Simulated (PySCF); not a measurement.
PySCF job for hexafluoropropylene oxide (C3F6O), SMILES FC(F)(F)C1(F)OC1(F)F, C-PCM-PBE0/def2-SVP. Geometry: PBE0-D3(BJ)/def2-SVP.

```python
import numpy as np
from pyscf import gto, scf, dft
from pyscf.solvent import pcm

mol = gto.M(
    atom='''
    F     1.75726651    0.93001789    0.78721305
    C     1.39443495   -0.14633966    0.12202646
    F     2.26858690   -1.11200083    0.31408543
    O     0.95406538    0.03644871   -1.15929311
    C     0.02014648   -0.46177271   -0.23352755
    F    -0.33914026   -1.72962079   -0.40185053
    C    -1.19416660    0.41488372    0.04236692
    F    -2.06459322    0.30336184   -0.95138672
    F    -0.83873189    1.68319919    0.16140567
    F    -1.77838935    0.02146296    1.16710533
    ''',
    basis='def2-SVP',
    charge=0,
    spin=0,
    max_memory=1600,
    verbose=3,
)
mf = dft.RKS(mol, xc='pbe0').density_fit(auxbasis='def2-universal-jkfit')
mf.grids.level = 3
mf.conv_tol = 1e-9
mf.max_cycle = 100
mf.kernel()
res = {}
for name, eps in {'water': 78.355, 'ethylethanoate': 5.9867, 'tetrahydrofuran': 7.4257}.items():
    s = mf.PCM()
    s.with_solvent.method, s.with_solvent.eps, s.with_solvent.lebedev_order = 'C-PCM', eps, 17
    s.kernel(mf.make_rdm1())
    res[name] = (s.e_tot, eps, s.dip_moment(), s.mo_energy, s.converged)
    print(f'{name}: electrostatic solvation free energy {(s.e_tot - mf.e_tot) * 627.509474:.3f} kcal/mol')
```

It prints:

```
converged SCF energy = -787.197046459155

WARN: PCM is an experimental feature. It is still in testing.
Features and APIs may be changed in the future.

converged SCF energy = -787.199698940456
Dipole moment(X, Y, Z, Debye):  0.01622, -0.09663,  0.64538
water: electrostatic solvation free energy -1.664 kcal/mol

WARN: PCM is an experimental feature. It is still in testing.
Features and APIs may be changed in the future.

converged SCF energy = -787.199266701117
Dipole moment(X, Y, Z, Debye):  0.01788, -0.09127,  0.62308
ethylethanoate: electrostatic solvation free energy -1.393 kcal/mol

WARN: PCM is an experimental feature. It is still in testing.
Features and APIs may be changed in the future.

converged SCF energy = -787.199356799123
Dipole moment(X, Y, Z, Debye):  0.01754, -0.09236,  0.62765
tetrahydrofuran: electrostatic solvation free energy -1.450 kcal/mol
```

The run converged.
